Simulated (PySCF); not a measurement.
Isomers of C6H12NOP.

All values: PBE0/pcSseg-1 (PySCF) at GFN2-xTB geometries, gas phase, one conformer each.

Task: Rank by the highest IAO charge on any atom, highest value first.
A. `[CH3:1][CH2:2][P@@:3]([CH3:4])(=[O:5])[CH2:6][CH2:7][C:8]#[N:9]` with C1–C2–P3–C4 -171°, C2–P3–C6–C7 -170°, P3–C6–C7–C8 -79°
B. `[CH2:1]=[CH:2][C@@H:3]1[CH2:4][P@@:5]1([CH2:6][OH:7])=[N:8][CH3:9]` with C1–C2–C3–C4 -151°, C4–P5–C6–O7 117°, P5–C6–O7–H 40°
C. `[CH3:1][NH:2][P:3]1[CH2:4][CH2:5][C:6](=[O:7])[CH2:8][CH2:9]1` with C1–N2–P3–C4 -80°, N2–P3–C4–C5 -47°, P3–C4–C5–C6 -61°, C4–C5–C6–O7 -115°, C5–C6–C8–C9 -64°
D. `[CH3:1][O:2][CH2:3][CH2:4][PH:5][CH2:6][CH2:7][C:8]#[N:9]` with C1–O2–C3–C4 -175°, O2–C3–C4–P5 75°, C3–C4–P5–C6 -70°, C4–P5–C6–C7 -43°, P5–C6–C7–C8 -172°
E. `[CH3:1][CH2:2][N:3]([CH3:4])[P:5]1[CH:6]=[C:7]1[O:8][CH3:9]` with C1–C2–N3–C4 66°, C2–N3–P5–C6 179°, C6–C7–O8–C9 178°

Result: A (+1.514 e), B (+1.227 e), C (+0.597 e), E (+0.542 e), D (+0.337 e).

Task: Rank by dipole moment, highest first.
A. `[CH3:1][CH2:2][N:3]([CH3:4])[P:5]1[CH:6]=[C:7]1[O:8][CH3:9]` with C1–C2–N3–C4 66°, C2–N3–P5–C6 179°, C6–C7–O8–C9 178°
B. `[CH3:1][CH2:2][P@@:3]([CH3:4])(=[O:5])[CH2:6][CH2:7][C:8]#[N:9]` with C1–C2–P3–C4 -171°, C2–P3–C6–C7 -170°, P3–C6–C7–C8 -79°
C. `[CH2:1]=[CH:2][C@@H:3]1[CH2:4][P@@:5]1([CH2:6][OH:7])=[N:8][CH3:9]` with C1–C2–C3–C4 -151°, C4–P5–C6–O7 117°, P5–C6–O7–H 40°
D. `[CH3:1][NH:2][P:3]1[CH2:4][CH2:5][C:6](=[O:7])[CH2:8][CH2:9]1` with C1–N2–P3–C4 -80°, N2–P3–C4–C5 -47°, P3–C4–C5–C6 -61°, C4–C5–C6–O7 -115°, C5–C6–C8–C9 -64°
E. `[CH3:1][O:2][CH2:3][CH2:4][PH:5][CH2:6][CH2:7][C:8]#[N:9]` with C1–O2–C3–C4 -175°, O2–C3–C4–P5 75°, C3–C4–P5–C6 -70°, C4–P5–C6–C7 -43°, P5–C6–C7–C8 -172°
F. `[CH3:1][O:2]/[CH:3]=[P:4]/[N:5]1[CH2:6][CH2:7][CH2:8][CH2:9]1` with C1–O2–C3–P4 -1°, C3–P4–N5–C6 -75°, P4–N5–C6–C7 -176°, N5–C6–C7–C8 -19°, C6–C7–C8–C9 -6°, C7–C8–C9–N5 29°

Result: E (4.91 D), B (4.57 D), D (3.57 D), C (2.61 D), A (1.54 D), F (0.86 D).

Task: Rank by the highest Hirshfeld charge on any atom, highest value first.
A. `[CH3:1][CH2:2][P@@:3]([CH3:4])(=[O:5])[CH2:6][CH2:7][C:8]#[N:9]` with C1–C2–P3–C4 -171°, C2–P3–C6–C7 -170°, P3–C6–C7–C8 -79°
B. `[CH3:1][O:2]/[CH:3]=[P:4]/[N:5]1[CH2:6][CH2:7][CH2:8][CH2:9]1` with C1–O2–C3–P4 -1°, C3–P4–N5–C6 -75°, P4–N5–C6–C7 -176°, N5–C6–C7–C8 -19°, C6–C7–C8–C9 -6°, C7–C8–C9–N5 29°
C. `[CH3:1][NH:2][P:3]1[CH2:4][CH2:5][C:6](=[O:7])[CH2:8][CH2:9]1` with C1–N2–P3–C4 -80°, N2–P3–C4–C5 -47°, P3–C4–C5–C6 -61°, C4–C5–C6–O7 -115°, C5–C6–C8–C9 -64°
D. `[CH2:1]=[CH:2][C@@H:3]1[CH2:4][P@@:5]1([CH2:6][OH:7])=[N:8][CH3:9]` with C1–C2–C3–C4 -151°, C4–P5–C6–O7 117°, P5–C6–O7–H 40°
E. `[CH3:1][O:2][CH2:3][CH2:4][PH:5][CH2:6][CH2:7][C:8]#[N:9]` with C1–O2–C3–C4 -175°, O2–C3–C4–P5 75°, C3–C4–P5–C6 -70°, C4–P5–C6–C7 -43°, P5–C6–C7–C8 -172°
F. `[CH3:1][CH2:2][N:3]([CH3:4])[P:5]1[CH:6]=[C:7]1[O:8][CH3:9]` with C1–C2–N3–C4 66°, C2–N3–P5–C6 179°, C6–C7–O8–C9 178°

Result: A (+0.442 e), D (+0.369 e), C (+0.173 e), F (+0.143 e), E (+0.114 e), B (+0.057 e).

All values together:

| SMILES | μ (D) | HOMO (eV) | LUMO (eV) | lowest IAO charge (e) | highest IAO charge (e) | lowest Hirshfeld charge (e) | highest Hirshfeld charge (e) |
| --- | --- | --- | --- | --- | --- | --- | --- |
| C=C[C@@H]1C[P@@]1(CO)=NC | 2.61 | -5.92 | -0.30 | -0.774 (N) | +1.227 (P) | -0.293 (N) | +0.369 (P) |
| CC[P@@](C)(=O)CCC#N | 4.57 | -7.84 | 0.41 | -0.935 (O) | +1.514 (P) | -0.397 (O) | +0.442 (P) |
| CNP1CCC(=O)CC1 | 3.57 | -6.07 | -0.30 | -0.622 (N) | +0.597 (P) | -0.246 (O) | +0.173 (P) |
| COCCPCCC#N | 4.91 | -7.18 | 0.35 | -0.438 (C) | +0.337 (P) | -0.243 (N) | +0.114 (P) |
| CO/C=P/N1CCCC1 | 0.86 | -6.12 | -0.82 | -0.454 (N) | +0.326 (P) | -0.143 (N) | +0.057 (H) |
| CCN(C)P1C=C1OC | 1.54 | -5.66 | 0.36 | -0.473 (N) | +0.542 (P) | -0.149 (N) | +0.143 (P) |

Conformers: `[CH2:1]=[CH:2][C@@H:3]1[CH2:4][P@@:5]1([CH2:6][OH:7])=[N:8][CH3:9]` with C1–C2–C3–C4 -151°, C4–P5–C6–O7 117°, P5–C6–O7–H 40°; `[CH3:1][CH2:2][P@@:3]([CH3:4])(=[O:5])[CH2:6][CH2:7][C:8]#[N:9]` with C1–C2–P3–C4 -171°, C2–P3–C6–C7 -170°, P3–C6–C7–C8 -79°; `[CH3:1][NH:2][P:3]1[CH2:4][CH2:5][C:6](=[O:7])[CH2:8][CH2:9]1` with C1–N2–P3–C4 -80°, N2–P3–C4–C5 -47°, P3–C4–C5–C6 -61°, C4–C5–C6–O7 -115°, C5–C6–C8–C9 -64°; `[CH3:1][O:2][CH2:3][CH2:4][PH:5][CH2:6][CH2:7][C:8]#[N:9]` with C1–O2–C3–C4 -175°, O2–C3–C4–P5 75°, C3–C4–P5–C6 -70°, C4–P5–C6–C7 -43°, P5–C6–C7–C8 -172°; `[CH3:1][O:2]/[CH:3]=[P:4]/[N:5]1[CH2:6][CH2:7][CH2:8][CH2:9]1` with C1–O2–C3–P4 -1°, C3–P4–N5–C6 -75°, P4–N5–C6–C7 -176°, N5–C6–C7–C8 -19°, C6–C7–C8–C9 -6°, C7–C8–C9–N5 29°; `[CH3:1][CH2:2][N:3]([CH3:4])[P:5]1[CH:6]=[C:7]1[O:8][CH3:9]` with C1–C2–N3–C4 66°, C2–N3–P5–C6 179°, C6–C7–O8–C9 178°.
